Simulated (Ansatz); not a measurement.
Input and output for C3H11BN2O (`CC(C)OB(N)N`).

```yaml
crystal:
  periodic: [false, false, false]
  atoms:
    - {symbol: C, position_ang: [1.767703, -1.261843, -0.722111]}
    - {symbol: C, position_ang: [0.860589, -0.111474, -0.340270]}
    - {symbol: C, position_ang: [0.644762, 0.850600, -1.494458]}
    - {symbol: O, position_ang: [-0.370229, -0.658507, 0.081743]}
    - {symbol: B, position_ang: [-1.228915, -0.005430, 0.941668]}
    - {symbol: N, position_ang: [-0.929513, 1.262852, 1.509759]}
    - {symbol: N, position_ang: [-2.442113, -0.678490, 1.232111]}
    - {symbol: H, position_ang: [1.324866, -1.829927, -1.543914]}
    - {symbol: H, position_ang: [1.906438, -1.936441, 0.124430]}
    - {symbol: H, position_ang: [2.746119, -0.895262, -1.040936]}
    - {symbol: H, position_ang: [1.330257, 0.427585, 0.496359]}
    - {symbol: H, position_ang: [1.591670, 1.290357, -1.817635]}
    - {symbol: H, position_ang: [-0.032363, 1.658388, -1.209414]}
    - {symbol: H, position_ang: [0.203140, 0.319951, -2.341685]}
    - {symbol: H, position_ang: [-0.073758, 1.757480, 1.345640]}
    - {symbol: H, position_ang: [-1.529973, 1.713265, 2.174505]}
    - {symbol: H, position_ang: [-2.646711, -1.571245, 0.823534]}
    - {symbol: H, position_ang: [-3.159568, -0.320560, 1.832472]}
basis:
  gaussian: {orbitals: cc-pVDZ, final_grid: {core_spheres: 8, valence_spheres: 7, degree: 23}}
total_charge: 1
magnetization: {spin_polarized: true, initial_magnetization: 1}
hamiltonian: {xc: {name: PBEsol}, dispersion: d3bjatm}
scf: {lower_state_search: full}
output: {forces: true}
```

```sh
$ ansatz run in.yaml --threads 2 --pin off --events-out ev --progress --plain --max-ram 32768MiB --backend cpu
```

Shortened log:

```
Functional definition: PBEsol
1863 factors; their error is unknown
mean field evaluation 1: about -8916.4985 eV, gradient 7.5e1 eV
mean field evaluation 2: about -8847.3849 eV, gradient 1.4e2 eV
mean field evaluation 4: about -8938.3525 eV, gradient 2.7e1 eV
mean field evaluation 8: about -8941.7438 eV, gradient 6.9e0 eV
mean field evaluation 16: about -8941.7415 eV, gradient 5.1e0 eV
mean field evaluation 32: about -8941.0225 eV, gradient 1.1e1 eV
mean field evaluation 64: about -8913.6853 eV, gradient 7.9e1 eV
mean field evaluation 96: about -8935.3443 eV, gradient 2.4e1 eV
mean field evaluation 128: about -8938.9913 eV, gradient 2.6e1 eV
mean field evaluation 160: about -8940.8698 eV, gradient 1.3e1 eV
mean field -8941.95411328 eV, -328.6107525888 hartree, gradient 1.7e-5 eV, S^2 0.753093; 11 other end points of the search recorded, 0 dependent functions left out
reference -8941.95415727 eV, -328.6107542055 hartree; 28, 27 occupied and 125, 126 virtual orbitals, 1863 factors
Total energy: -8942.10007384 eV, -328.6161165405 hartree
Atom 0 at     1.767703    -1.261843    -0.722111 Å, force    -0.346595     0.518850     0.256542 eV/Å
Atom 1 at     0.860589    -0.111474    -0.340270 Å, force     0.505498    -1.127598    -0.620896 eV/Å
Atom 2 at     0.644762     0.850600    -1.494458 Å, force    -0.244571     0.236419     0.174537 eV/Å
Atom 3 at    -0.370229    -0.658507     0.081743 Å, force    -0.612617    -0.418973     0.045677 eV/Å
Atom 4 at    -1.228915    -0.005430     0.941668 Å, force     1.039513     0.438777    -0.411224 eV/Å
Atom 5 at    -0.929513     1.262852     1.509759 Å, force    -0.630213    -0.759550    -0.121333 eV/Å
Atom 6 at    -2.442113    -0.678490     1.232111 Å, force     0.703094     0.436721    -0.114927 eV/Å
Atom 7 at     1.324866    -1.829927    -1.543914 Å, force    -0.220130    -0.372473    -0.496385 eV/Å
Atom 8 at     1.906438    -1.936441     0.124430 Å, force     0.082174    -0.431219     0.473499 eV/Å
Atom 9 at     2.746119    -0.895262    -1.040936 Å, force     0.485237     0.218981    -0.188939 eV/Å
Atom 10 at     1.330257     0.427585     0.496359 Å, force     0.200085     0.548875     0.675569 eV/Å
Atom 11 at     1.591670     1.290357    -1.817635 Å, force     0.537449     0.190178    -0.018068 eV/Å
Atom 12 at    -0.032363     1.658388    -1.209414 Å, force    -0.375173     0.556878     0.066070 eV/Å
Atom 13 at     0.203140     0.319951    -2.341685 Å, force    -0.274247    -0.379317    -0.392319 eV/Å
Atom 14 at    -0.073758     1.757480     1.345640 Å, force     0.888454     0.526633    -0.250395 eV/Å
Atom 15 at    -1.529973     1.713265     2.174505 Å, force    -0.584336     0.541002     0.707122 eV/Å
Atom 16 at    -2.646711    -1.571245     0.823534 Å, force    -0.242559    -1.150338    -0.540661 eV/Å
Atom 17 at    -3.159568    -0.320560     1.832472 Å, force    -0.911063     0.426155     0.756130 eV/Å
Dipole moment:    -0.785989     0.269252     0.662005 e Å
```

Run time 19 s (2 threads of an AMD EPYC 7R13 on a shared host); peak host memory 0.33 GiB.
